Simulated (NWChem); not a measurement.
Molecule: MgSiH4O; SMILES [O]([MgH])[SiH3]

```xyz
7

Mg     0.0073     1.9347     0.0062
H      0.0165     3.6232     0.0132
O     -0.0007     0.1325     0.0001
Si    -0.0003    -1.5032    -0.0006
H     -1.0809    -2.0540    -0.8838
H     -0.2244    -2.0543     1.3767
H      1.3051    -2.0531    -0.4953
```
Atoms are numbered in this order, from 1.

All runs: NWChem. Pople sets run with spherical d functions. The geometry was optimised at PBE0/def2-SVP. Vertical excitations in the gas phase; the lowest state need not have the same character in each row.

```csv
level,"lowest excitation, singlet (eV)",oscillator strength of that lowest state,lowest triplet (eV),orbital gap (eV)
"PBE/6-31+G*, full TDDFT",4.95,0.013,4.78,4.90
"B3LYP/6-31+G*, full TDDFT",5.57,0.011,4.99,6.55
"CAM-B3LYP/6-31+G*, full TDDFT",?,0.009,5.17,?
"BHandHLYP/6-31+G*, full TDDFT",6.42,0.006,5.15,8.93
```

Task: Fill in the missing entries.

Result: 
- CAM-B3LYP/6-31+G*, full TDDFT, lowest excitation, singlet (eV): 6.05
- CAM-B3LYP/6-31+G*, full TDDFT, orbital gap (eV): 9.13
